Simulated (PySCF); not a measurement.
**Mayer bond orders and bond lengths**

Compound: C4H10OSSi.
Numbering: `[CH2:1]=[CH:2][CH2:3][O:4][CH2:5][S:6][SiH3:7]` (hydrogens: H8, H9 on C1; H10 on C2; H11, H12 on C3; H13, H14 on C5; H15, H16, H17 on Si7)

Cartesian coordinates in Å at the GFN2-xTB level; atoms count from 1:
```xyz
17
C4H10OSSi angstrom
C     -3.0067    0.2166    0.6874
C     -1.7243   -0.0732    0.5854
C     -0.9310    0.0597   -0.6765
O      0.3324    0.6127   -0.3612
C      1.1954    0.7379   -1.4494
S      2.8206    1.1478   -0.7766
Si     2.4216    0.2841    1.1600
H     -3.5447    0.0892    1.6104
H     -3.5751    0.5840   -0.1514
H     -1.1551   -0.4349    1.4300
H     -0.7889   -0.9352   -1.1346
H     -1.4508    0.6986   -1.4044
H      1.2726   -0.2054   -2.0102
H      0.8824    1.5368   -2.1336
H      1.5064    1.1287    1.9074
H      3.7576    0.3056    1.7414
H      1.9806   -1.0915    0.9659
```

Bond orders from the PBE0/pcSseg-1 density (PySCF). The structure is a single GFN2-xTB conformer in the gas phase; no vibrational or solvent corrections.

(1) Where do the orders between heavy atoms depart from those drawn in the SMILES?

(2) Give the Mayer order of every bond, beside its length.

Answers

(1) The largest departure is 0.129, at C3–O4 (drawn single, 0.871). Drawn single, order below 0.88: C3–O4 (0.871).

(2) 
```csv
bond,drawn as,length (Å),Mayer order
C1–C2,double,1.319,1.995
C2–C3,single,1.496,1.024
C3–O4,single,1.415,0.871
O4–C5,single,1.395,0.911
C5–S6,single,1.806,1.002
S6–Si7,single,2.158,0.911
C1–H8,single,1.076,0.952
C1–H9,single,1.078,0.954
C2–H10,single,1.081,0.955
C3–H11,single,1.104,0.932
C3–H12,single,1.099,0.950
C5–H13,single,1.100,0.926
C5–H14,single,1.097,0.936
Si7–H15,single,1.452,0.926
Si7–H16,single,1.457,0.929
Si7–H17,single,1.457,0.925
```

By pair of heavy elements: C–C: lowest C2–C3 (1.024, 1.496 Å), highest C1–C2 (1.995, 1.319 Å). C–O: lowest C3–O4 (0.871, 1.415 Å), highest O4–C5 (0.911, 1.395 Å).

Question: Sum the orders of all bonds at each heavy atom with more than one neighbour and set the sums beside the valence in the SMILES.

Answer: C1 3.901 (drawn 4), C2 3.974 (drawn 4), C3 3.777 (drawn 4), O4 1.782 (drawn 2), C5 3.775 (drawn 4), S6 1.913 (drawn 2), Si7 3.691 (drawn 4). Orders between atoms that aren't bonded are not in these sums.

Mayer orders depend on the basis set.
